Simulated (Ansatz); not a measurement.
Species: GeF3 (charge 0, doublet). It need not be the lowest isomer of its formula. SMILES: [F][Ge]([F])[F]
Geometry from a B3LYP-D3(BJ)/def2-TZVP (Ansatz, a first-principles code) optimisation:
```
Ge
F 1 1.7346
F 1 1.7346 2 106.47
F 1 1.7346 2 106.47 3 -113.30
```
Charge 0, spin multiplicity 2.

Quantity: atomisation energy (electronic, to ground-state atoms), in kJ/mol. Cores are frozen in the correlated levels unless marked. Open shells are spin-unrestricted. Spin-orbit coupling is left out. Frozen are the shells of the preceding noble gas and the d and f shells that filled before the atom's block. Non-relativistic. The coupled-cluster limit lacks core correlation, which all-electron functionals hold. Basis-set limits of correlation are two-point, X^-3; Hartree-Fock from the larger set. [CCSD(T)-MP2]/basis is that difference in the basis named.

| level | program | atomisation energy (kJ/mol) |
|---|---|---|
| HF/6-31G | Ansatz | 738.8 |
| HF/aug-cc-pVTZ | Ansatz | 920.5 |
| r2SCAN-D3(BJ)/def2-TZVPD | Ansatz + dftd3 | 1404.6 |
| r2SCAN-D4/def2-TZVPD | Ansatz + dftd4 | 1404.8 |

Question: Estimate the value at RI-MP2/CBS(cc-pVTZ,cc-pVQZ)+[CCSD(T)-MP2]/cc-pVTZ as computed with Ansatz.

Answer: 1410.7 kJ/mol, so r2SCAN-D4/def2-TZVPD differs from it by -5.9 kJ/mol.
